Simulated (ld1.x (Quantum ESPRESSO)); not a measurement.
# Reading a pseudo-wave (P)

Columns: radius, all-electron u(r) and pseudo u(r) of the 3s shell (level -13.93 eV) of phosphorus in the configuration [Ne] 3s2 3p3; Wu–Cohen, scalar-relativistic, TM scheme, ld1.x (Quantum ESPRESSO) 7.5.

```tsv
r (bohr)	all-electron	pseudo
0.093	0.1379	0.0286
0.185	-0.1456	0.0581
0.278	-0.3358	0.0905
0.370	-0.3740	0.1265
0.463	-0.3024	0.1682
0.555	-0.1706	0.2161
0.648	-0.0119	0.2722
0.740	0.1471	0.3355
0.833	0.2963	0.4065
0.925	0.4255	0.4811
1.018	0.5349	0.5570
1.110	0.6218	0.6275
1.203	0.6892	0.6890
1.295	0.7374	0.7363
1.388	0.7694	0.7689
1.480	0.7868	0.7867
1.573	0.7920	0.7920
1.665	0.7872	0.7872
1.758	0.7742	0.7742
1.850	0.7549	0.7549
1.943	0.7306	0.7306
2.035	0.7029	0.7029
2.128	0.6724	0.6724
2.220	0.6406	0.6406
2.313	0.6076	0.6076
2.405	0.5745	0.5745
```

How many radial nodes do the two functions have?

The all-electron 3s function has n − l − 1 = 2; the pseudo-wave has 0, since the states of the same l below it are removed with the core.

At about which radius was the pseudo-wave matched?

1.65 bohr. The columns agree to 0.0005 from 1.39 bohr on; several derivatives are matched, so the curves merge somewhat inside the radius.

Is the pseudo-wave norm-conserving?

Yes: the TM scheme keeps the norm inside the radius equal to the all-electron one, which fixes the energy derivative of the logarithmic derivative at the level.
